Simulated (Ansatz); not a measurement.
Ideal-gas functions of `[CH2][Al]([CH3])[Br]` radical at 800 K and 1 bar, from an Ansatz frequency run at PBE0-D4/def2-TZVP.

Molar mass 135.95 g/mol, point group Cs (symmetry number 1), electronic degeneracy 2, moments of inertia 95.907, 264.911, 357.714 u Å². Harmonic wavenumbers (cm⁻¹, unscaled): 28, 140, 152, 188, 196, 367, 598, 618, 624, 658, 726, 758, 1221, 1380, 1438, 1439, 3043, 3119, 3121, 3135, 3208.

Use S(trans) = R[1.5 ln M + 2.5 ln T − 1.1517]; rotational temperatures θ = 24.2544 K / I; S(rot) = R[ln(√π/σ · √(T³/θAθBθC)) + 1.5]; for each mode x = 1.438777 ν̃/T, S = R[x/(eˣ − 1) − ln(1 − e⁻ˣ)] and H = RT x/(eˣ − 1); 1 cm⁻¹ = 0.0119627 kJ/mol; R = 8.31446 J/(mol·K).

Question: By hand: the entropy, in J/(mol·K).

Answer: Translation 190.6. Rotation: θ = 0.2529, 0.0916, 0.0678 K, giving 127.4. Vibration, mode by mode: 33.16, 19.80, 19.12, 17.37, 17.03, 11.92, 8.10, 7.85, 7.78, 7.38, 6.66, 6.35, 3.27, 2.61, 2.40, 2.40, 0.23, 0.20, 0.20, 0.20, 0.18, in all 174.2. Electronic 5.8. Sum 498.0 J/(mol·K).

Question: By hand: H − E and G − E in kJ/mol, counted from the electronic energy.

Answer: Zero-point energy ½ × 26157 × 0.0119627 = 156.5; thermal vibration 61.5; translation, rotation and pV give 4 RT = 26.6. H − E = 244.6 kJ/mol, and G − E = 244.6 − 800 × 498.0/1000 = -153.8 kJ/mol.

Vibration gives 35 % of the entropy, 53.0 J/(mol·K) of it from the modes under 150 cm⁻¹: soft modes count most, and the harmonic formula is weakest for them.
